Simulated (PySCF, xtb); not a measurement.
Si(Cl)(F)2(SeH) (ClF₂HSeSi), SMILES [Si](F)(Cl)([SeH])F.

The structure is a stationary point at r2SCAN-D4/def2-SVP. This is a generated structure with no PubChem entry under its InChIKey; it may be hypothetical. Other conformers were not sampled.

Calculation: C-PCM-M06-2X/def2-SVP in PySCF.

The values are the electrostatic part of the solvation free energy, E(continuum) − E(gas) at the gas-phase geometry, in a cavity of scaled van der Waals radii (PySCF's table); cavitation and dispersion terms are not included. In vacuum the orbital gap is 9.35 eV. The dipole moment in vacuum is 1.72 D.

Computed values in water (ε = 78.36), 2-propanol (ε = 19.26), ethylethanoate (ε = 5.99):
```tsv
solvent	ε	ΔG(elec) (kcal/mol)	dipole (D)	gap (eV)
water	78.36	-3.3	2.22	9.47
2-propanol	19.26	-3.2	2.19	9.46
ethylethanoate	5.99	-2.8	2.12	9.45
```

For comparison, GFN2-xTB/ALPB(water) (xtb, at the GFN2-xTB geometry, all terms of that model) gives -0.3 kcal/mol.
